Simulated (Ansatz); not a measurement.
CH6AlClGe: where a starting geometry ends

The starting geometry of this gas-phase singlet was optimised with GFN2-xTB; its bonds are those of `[CH3][GeH2][AlH][Cl]`.

```yaml
atoms:
  - { symbol: C, position_ang: [-1.3241, -0.3329, -1.1745] }
  - { symbol: Al, position_ang: [-0.8136, -1.7775, 2.3665] }
  - { symbol: Cl, position_ang: [-1.4163, -3.1251, 3.7390] }
  - { symbol: Ge, position_ang: [-1.8997, -1.6545, 0.1920] }
  - { symbol: H, position_ang: [-1.4345, 0.6795, -0.7952] }
  - { symbol: H, position_ang: [-1.9182, -0.4276, -2.0787] }
  - { symbol: H, position_ang: [-0.2791, -0.4826, -1.4324] }
  - { symbol: H, position_ang: [-1.8946, -3.0006, -0.5270] }
  - { symbol: H, position_ang: [-3.4092, -1.4687, 0.3160] }
  - { symbol: H, position_ang: [0.3521, -0.8321, 2.7394] }
```

Task: Predict what becomes of its bonds when it is optimised with r2SCAN-D4/def2-SVP.

Result: It keeps its bonds, and is `[CH3][GeH2][AlH][Cl]`.

The energy falls by 0.19 eV over 7 steps:

```tsv
step	E − E(last) (eV)
1	0.187
2	0.015
3	0.002
4	0.000
5	0.000
6	0.000
7	0.000
```

Final geometry (Å):

```yaml
atoms:
  - { symbol: C, position_ang: [-1.3119, -0.3421, -1.1359] }
  - { symbol: Al, position_ang: [-0.8041, -1.7190, 2.2792] }
  - { symbol: Cl, position_ang: [-1.4088, -3.1219, 3.7463] }
  - { symbol: Ge, position_ang: [-1.9855, -1.6988, 0.1181] }
  - { symbol: H, position_ang: [-1.4182, 0.6662, -0.7093] }
  - { symbol: H, position_ang: [-1.8781, -0.3848, -2.0780] }
  - { symbol: H, position_ang: [-0.2486, -0.5147, -1.3587] }
  - { symbol: H, position_ang: [-1.8813, -3.0846, -0.5562] }
  - { symbol: H, position_ang: [-3.4944, -1.4550, 0.3406] }
  - { symbol: H, position_ang: [0.3937, -0.7673, 2.6992] }
```

Frequencies at the end are all real (lowest 17 cm⁻¹). Run with Ansatz 0.2.0, 12 s on 2 threads of Intel(R) Xeon(R) 6975P-C (Granite Rapids), on a shared host.
